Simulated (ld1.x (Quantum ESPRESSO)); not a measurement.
## Tc: excitation energies, all-electron against PAW

technetium, PAW, made with ld1.x (Quantum ESPRESSO) 7.5 (BLYP, scalar-relativistic). Core [Kr], reference 4d5 5s2 5p0. Waves: 5s (bound): rcut 2.50, rcutus 2.95 bohr; 5s channel at 2.6 Ry: rcut 2.50, rcutus 2.95 bohr; 5p (bound, empty): rcut 2.30, rcutus 3.00 bohr; 5p channel at 0.45 Ry: rcut 2.30, rcutus 3.00 bohr; 4d (bound): rcut 1.60, rcutus 1.80 bohr; 4d channel at 3.6 Ry: rcut 1.60, rcutus 1.80 bohr. Local part: all-electron potential smoothed inside 1.80 bohr (lloc = -1). Core correction: Bessel-smoothed model core inside 0.85 bohr. Augmentation charge: BESSEL, radius 1.70 bohr.

Energies are relative to the spin-unpolarised reference configuration 4d5 5s2 5p0; without spin polarisation the order of configurations can differ from experiment.

Give the all-electron excitation energy and the error of the potential for: 4d5 5s1 5p0; 4d5 5s0 5p0; 4d4 5s0 5p0; 4d5 5s0 5p2; 4d5 5s1.5 5p0; 4d3 5s0 5p0; 4d5 5s0 5p1.

```csv
valence configuration,charge,ΔE all-electron (eV),error AE − PS (meV)
4d5 5s1 5p0,+1,8.123,+1.0
4d5 5s0 5p0,+2,23.095,+18
4d4 5s0 5p0,+3,51.704,-160
4d5 5s0 5p2,0,7.760,+7.7
4d5 5s1.5 5p0,+0.5,3.251,-0.2
4d3 5s0 5p0,+4,93.618,-849
4d5 5s0 5p1,+1,12.717,+11
```

These tests converged, but a pseudo level misses the all-electron one widely, so the file describes the atom poorly there or has found another state: 4d3 5s0 5p0: empty 5p by 8.5 eV (a node warning on the way).

Note: ghost state, extra bound levels that the all-electron valence spectrum of the same l lacks: s at -85.5 eV. A true bound ghost makes a file unfit for plane-wave use.
